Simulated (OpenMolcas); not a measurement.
A run on V3+ among 6 point charges of -1.5 e arranged as an octahedron (Oh), 1.76 Å from the ion.
```
   1.7600    0.0000    0.0000  -1.50
   0.0000    1.7600    0.0000  -1.50
  -1.7600    0.0000    0.0000  -1.50
   0.0000   -1.7600    0.0000  -1.50
   0.0000    0.0000    1.7600  -1.50
   0.0000    0.0000   -1.7600  -1.50
```

| Property | Result |
| --- | --- |
| Program | OpenMolcas |
| Method | CASSCF |
| Basis | ANO-RCC-VDZP [5s4p2d1f] |
| Scalar Hamiltonian | DKH2, point nucleus |
| Active space | 2 electrons in 5 orbitals (3d) |
| State averaging | 2S+1 = 3 even, 10 roots; 2S+1 = 1 even, 15 roots |
| Spin-orbit coupling | state interaction with AMFI integrals over the reference wave functions |

34 basis functions. Blocks (2S+1, parity, CSFs, roots kept): 3, even, 10, 10; 1, even, 15, 15.

Q: How long do the RASSCF and RASSI steps take on 1 thread of Intel(R) Xeon(R) Platinum 8488C (Sapphire Rapids), with other jobs on the host?

A: About 5.2 s of wall time, without the integral step.
